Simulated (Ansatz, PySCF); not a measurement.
Molecule: CHS, charge 0, multiplicity 2. It need not be the lowest isomer of its formula. 
Structure (B3LYP-D3(BJ)/def2-TZVP (Ansatz, a quantum-chemistry and plane-wave program) minimum search):
```
C
H 1 1.0885
S 1 1.5568 2 132.52
```
Charge 0, spin multiplicity 2.

Quantity: vertical electron affinity (to the triplet state of charge -1; a negative value means that the extra electron is unbound and the number depends on the basis; each state is the SCF solution reached for its spin; the UHF <S^2> is 1.00 for the doublet (pure: 0.75); for the doublet T1 is 0.060), in eV. Correlated levels leave the core frozen unless marked. UHF or UKS for open shells. Spin-orbit coupling is left out. Non-relativistic. Anions need diffuse functions: aug- sets have them; def2-D sets add few. CBS(X,Y): correlation extrapolated as X^-3; Hartree-Fock from the larger set.

| level | program | vertical electron affinity (eV) |
|---|---|---|
| SVWN5/def2-TZVPD | Ansatz | 0.37 |
| PBE0/def2-TZVPD | Ansatz | ___ |
| BHLYP/def2-TZVPD | Ansatz | 0.26 |
| M06-2X/def2-TZVPD | PySCF | 0.27 |
| wB97M-V/def2-TZVPD | Ansatz | ___ |
| wB97X-V/def2-TZVPD | Ansatz | ___ |
| B2PLYP/def2-TZVPD | Ansatz | ___ |
| CCSD/aug-cc-pV(T+d)Z | Ansatz | 0.20 |
| CCSD/def2-TZVPPD | Ansatz | 0.12 |
| CCSD(T)/CBS(aug-cc-pV(T+d)Z,aug-cc-pV(Q+d)Z) | Ansatz | 0.26 |

**Question.** Some entries are withheld; supply them.

**Answer.** 
- PBE0/def2-TZVPD, vertical electron affinity (eV): 0.34
- wB97M-V/def2-TZVPD, vertical electron affinity (eV): 0.19
- wB97X-V/def2-TZVPD, vertical electron affinity (eV): 0.23
- B2PLYP/def2-TZVPD, vertical electron affinity (eV): 0.13
